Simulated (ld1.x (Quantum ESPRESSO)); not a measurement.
## Transferability test, TM potential for gallium (Ga)

- Element: Ga (Z = 31)
- Generator: ld1.x (Quantum ESPRESSO) 7.5
- Type: norm-conserving Troullier–Martins (Kleinman–Bylander form)
- Functional: revPBE
- Relativity: scalar-relativistic
- Frozen core: [Ar]
- Valence charge: 13
- Reference configuration: 3d10 4s2 4p1
- Partial waves: 4s (bound): rc 1.30 bohr; 4p (bound): rc 2.05 bohr; 3d (bound): rc 1.20 bohr; 4f channel at -0.2 Ry: rc 1.65 bohr
- Local potential: all-electron potential smoothed inside 1.65 bohr (lloc = -2)
- Core correction: Bessel-smoothed model core, default radius (core density twice the valence density)

Energies are relative to the spin-unpolarised reference configuration 3d10 4s2 4p1; without spin polarisation the order of configurations can differ from experiment.

```
valence configuration  charge  ΔE all-electron (eV)  error AE − PS (meV)
         3d10 4s2 4p0      +1                 5.623                 -1.6
         3d10 4s0 4p0      +3                57.664                  -40
         3d10 4s1 4p1      +1                12.972                 +2.0
          3d9 4s2 4p2       0                20.312                 -314
       3d10 4s2 4p1.3    -0.3                -0.520                 +0.1
         3d10 4s1 4p2       0                 6.513                  0.0
```

Q: What are ΔE and the potential's error for 3d10 4s1 4p0?

A: ΔE = 26.604 eV all-electron; the error (AE − PS) is -5.2 meV.
